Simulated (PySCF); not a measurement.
These are PBE-D3(BJ)/def2-TZVP // B3LYP-D3(BJ)/def2-TZVP run with PySCF 2.14.0 values and carry that method's errors. Gas-phase values, no solvent. 

Reference species (SMILES): `C[B]C` (neutral, multiplicity 2).

- dipole moment: 1.13 D

Changed species: `[BH2]` (radical fragment; the reference has radical fragment).

Q: Give the shifts of the dipole moment.

A: the dipole moment falls by 0.62 D, to 0.51 D.
